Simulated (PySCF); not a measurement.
Potential energy curve for SMILES F[SiH3] (H3FSi), singlet. The Si1–H5 bond (Si1 also carries F, H, H; H5 carries nothing else) is pulled apart rigidly from the PBE0/def2-TZVP optimised geometry.

- RKS-PBE = restricted PBE/6-31G (PySCF)
- UKS-PBE = unrestricted PBE/6-31G (PySCF 2.14.0)
- RKS-CAM-B3LYP = PySCF 2.14.0 with restricted CAM-B3LYP/6-31G
- UCCSD(T) = CCSD(T) on UHF/6-31G, 6 core orbitals frozen run with PySCF

Energies relative to the lowest point of each curve near equilibrium, in mEh; the last columns give the difference from UCCSD(T):

```
R / Å  RKS-PBE  UKS-PBE  RKS-CAM-B3LYP  UCCSD(T)  RKS-PBE − UCCSD(T)  UKS-PBE − UCCSD(T)  RKS-CAM-B3LYP − UCCSD(T)
-----  -------  -------  -------------  --------  ------------------  ------------------  ------------------------
1.20      48.6     48.6           45.1      48.4                 0.2                 0.2                      -3.3
1.26      28.8     28.8           26.0      28.5                 0.3                 0.3                      -2.6
1.32      15.3     15.3           13.1      15.0                 0.3                 0.3                      -1.9
1.40       4.7      4.7            3.4       4.5                 0.2                 0.2                      -1.1
1.42       3.1      3.1            2.0       2.9                 0.2                 0.2                      -0.9
1.48       0.4      0.4            0.0       0.3                 0.1                 0.1                      -0.3
1.52       0.0      0.0            0.1       0.0                 0.0                 0.0                       0.1
1.57       0.8      0.8            1.5       0.9                -0.1                -0.1                       0.6
1.65       4.5      4.5            6.2       4.8                -0.2                -0.2                       1.4
1.72       9.5      9.5           12.1       9.8                -0.3                -0.3                       2.2
1.83      19.4     19.4           23.4      19.8                -0.4                -0.4                       3.6
2.02      39.6     39.6           46.1      39.5                 0.1                 0.1                       6.6
2.22      61.7     61.7           71.0      60.5                 1.2                 1.2                      10.6
2.47      87.5     87.5          100.7      83.8                 3.8                 3.8                      16.9
2.66     105.0    105.0          121.2      98.2                 6.8                 6.8                      23.0
2.94     126.9    124.1          147.8     114.2                12.7                10.0                      33.6
3.29     148.0    134.7          175.2     125.5                22.5                 9.2                      49.7
3.67     164.5    138.8          198.3     129.5                35.0                 9.4                      68.9
4.02     175.0    140.2          214.7     130.4                44.7                 9.8                      84.4
4.48     184.1    140.9          230.5     130.7                53.4                10.2                      99.8
5.20     191.3    141.2          245.7     130.8                60.4                10.4                     114.9
```

RKS-PBE is furthest from UCCSD(T) at 5.20 (60.4 mEh, above); its mean absolute difference over the points is 11.6 mEh.

UKS-PBE is furthest from UCCSD(T) at 5.20 (10.4 mEh, above); its mean absolute difference over the points is 3.5 mEh.

RKS-CAM-B3LYP is furthest from UCCSD(T) at 5.20 (114.9 mEh, above); its mean absolute difference over the points is 25.1 mEh.

The restricted form behind RKS-PBE, RKS-CAM-B3LYP keeps the bonding electrons paired and can't separate into open-shell fragments. The unrestricted determinant behind UKS-PBE is spin-contaminated at 2.94 to 5.20 Å (<S²> up to 1.0, against 0.00 for a pure singlet). At the longest distance RKS-CAM-B3LYP leaves fractional charges on the fragments, a sign of delocalisation error or of the restricted form. The unrestricted determinant behind UCCSD(T) is spin-contaminated at 2.22 to 5.20 Å (<S²> up to 1.0, against 0.00 for a pure singlet).
